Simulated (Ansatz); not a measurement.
Consider the cleavage of the Al–Si bond: `CB[SiH2][AlH2]` + `[AlH2][SH]` → `[AlH2][S][AlH2]` + `CB[SiH3]`.

Program: Ansatz. Geometries: PBE0-D4/def2-TZVP. ΔE: electronic, gas phase. CCSD(T)/CBS adds triple-zeta CCSD(T) − MP2 to the extrapolated MP2 energy (def2 sets, frozen cores). This one scheme is used for every species. Functionals use def2-TZVPP. HSE06 is defined as in plane-wave codes. One conformer a species, not always the lowest.

**Question.** Is it downhill or uphill in electronic energy at CCSD(T)/CBS, and by how much? (Best estimate.)

**Answer.** Computed: Downhill: ΔE = -108.5 kJ/mol.

**Question.** What do these levels give: revPBE-D4, B97M-V, r2SCANh-D4, HSE06-D4, BHLYP-D4, PBE, revPBE, BLYP, CAM-B3LYP, LC-ωPBE, CCSD/def2-SVP, SCS-MP2/def2-TZVPP? (Best estimate.)

**Answer.** The calculation gave: revPBE-D4 -89.0, B97M-V -100.9, r2SCANh-D4 -103.7, HSE06-D4 -96.6, BHLYP-D4 -113.2, PBE -88.9, revPBE -88.2, BLYP -97.4, CAM-B3LYP -108.6, LC-ωPBE -105.4, CCSD/def2-SVP -106.6, SCS-MP2/def2-TZVPP -115.8 kJ/mol.

Largest T1 diagnostic among the species: 0.014.

Leaving LDA and LC-ωPBE aside and taking each functional with its dispersion term where it has one, the values, not all of them listed here, spread over 24.3 kJ/mol, from BHLYP-D4 to PBE-D4. From PBE to PBE0 (25 % exact exchange), in def2-TZVPP and without D4, ΔE moves by −8.0 kJ/mol. At CCSD(T), def2-SVP lies +3.5 kJ/mol from the extrapolated value and def2-TZVPP +3.2 kJ/mol.
